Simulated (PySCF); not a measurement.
# Excitation energy of Mg by level of theory

Mg [Ne] 3s2 (1S) → Mg [Ne] 3s1 3d1 (3D), as a difference of total energies. Calculation: PySCF 2.14, in aug-cc-pVTZ (6s5p3d2f, 50 functions); no relativity, point nucleus. Correlated levels: valence: [Ne] frozen. The calculations carry no spin-orbit coupling.

| method | excitation energy (eV) |
| --- | --- |
| UHF | 5.610 |
| LDA | 6.005 |
| PBE | 5.810 |
| PBE0 | 5.893 |
| r2SCAN | 5.776 |
| B3LYP | 6.083 |
| MN15 | 6.562 |
| TPSS | 5.813 |
| wB97X-V | 6.370 |
| MP2 (valence) | 6.156 |
| SCS-MP2 (valence) | 6.351 |

Q: How much does correlation contribute at MP2 (valence)?

A: 6.156 − (5.610) = 0.546 eV, measured against UHF.

Errors of the correlated levels include the incompleteness of this basis and the frozen core.

The promoted electron is Rydberg-like, and one or two diffuse shells describe it only roughly, which tends to raise the upper state.

In the upper state the promoted electron has a positive orbital energy at MN15, so the basis confines it.

For comparison: 5.946 eV (measured; NIST levels, between the centres of gravity of the two terms).
